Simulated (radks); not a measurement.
The mean radii <r> (bohr) of the occupied orbitals of an atom or ion are listed with their occupations. Method: Dirac Kohn-Sham, PBE, spin-unpolarised, spherical densities, finite nucleus; Fermi nuclear charge, rms radius of each element as measured or else 0.836 A^(1/3) + 0.57 fm; computed with a radial shooting solver on a logarithmic mesh with Libxc functionals.

| orbital | occ. | <r> |
|---|---|---|
| 1s1/2 | 2 | 0.1995 |
| 2s1/2 | 2 | 1.084 |
| 2p1/2 | 2 | 1.109 |
| 2p3/2 | 1 | 1.110 |

Name the element and its charge. Open shells, if any, fill j = l - 1/2 first.

Answer. Z = 8, oxygen, charge +1: O+ in [He] 2s2 2p3. The 1s radius gives Z: for a bare nucleus <r> = (2 gamma + 1)/(2Z) with gamma = sqrt(1 - (Z/c)^2), 0.1873 bohr for Z = 8, and screening makes it slightly larger (0.1995 here). The occupations add up to 7, and the charge is Z minus that.
